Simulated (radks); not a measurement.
Pr3+, configuration [Xe] 4f2. All-electron calculation, scalar-relativistic Kohn-Sham, AM05, spin-polarised, spherical densities, finite nucleus; open shells are filled with parallel spins first (spin-orbit coupling, left out, can overturn this in heavy ions); Fermi nuclear charge, rms radius 4.8919 fm. Program: a radial shooting solver on a logarithmic mesh with Libxc functionals. Some entries of the table are withheld. Estimate them.

| orbital | occ. | eigenvalue (eV) | <r^2> (bohr^2) | r(max) (bohr) |
|---|---|---|---|---|
| 1s up | 1 | -41802.43 | 0.0007906 | 0.01543 |
| 1s down | 1 | -41802.43 | 0.0007906 | 0.01543 |
| 2s up | 1 | -6751.801 | 0.01255 | 0.08732 |
| 2s down | 1 | -6751.788 | 0.01255 | 0.08732 |
| 2p up | 3 | -6046.788 | 0.01002 | 0.07030 |
| 2p down | 3 | -6046.779 | 0.01002 | 0.07030 |
| 3s up | 1 | -1481.058 | 0.08495 | 0.2494 |
| 3s down | 1 | -1480.466 | 0.08490 | 0.2493 |
| 3p up | 3 | -1257.740 | 0.08494 | 0.2441 |
| 3p down | 3 | -1257.150 | 0.08488 | 0.2440 |
| 3d up | 5 | -943.5839 | 0.07227 | 0.2005 |
| 3d down | 5 | -943.1223 | 0.07220 | 0.2004 |
| 4s up | 1 | -319.0790 | 0.4362 | 0.5787 |
| 4s down | 1 | -317.5351 | 0.4360 | 0.5786 |
| 4p up | 3 | -245.9177 | 0.4924 | 0.6040 |
| 4p down | 3 | -244.3621 | 0.4922 | 0.6039 |
| 4d up | 5 | (1) | 0.6064 | 0.6344 |
| 4d down | 5 | (2) | 0.6066 | 0.6341 |
| 5s up | 1 | -66.0628 | (3) | (4) |
| 5s down | 1 | -65.0925 | (5) | (6) |
| 5p up | 3 | -47.3638 | 3.141 | 1.493 |
| 5p down | 3 | -46.6281 | 3.188 | 1.502 |
| 4f up | 2 | -30.5042 | 1.291 | 0.6769 |
| 4f down | 0 | -29.0835 | 1.339 | 0.6775 |

Answer. 
(1) 4d up eigenvalue (eV): -141.1925
(2) 4d down eigenvalue (eV): -139.6210
(3) 5s up <r^2> (bohr^2): 2.398
(4) 5s up r(max) (bohr): 1.331
(5) 5s down <r^2> (bohr^2): 2.426
(6) 5s down r(max) (bohr): 1.337
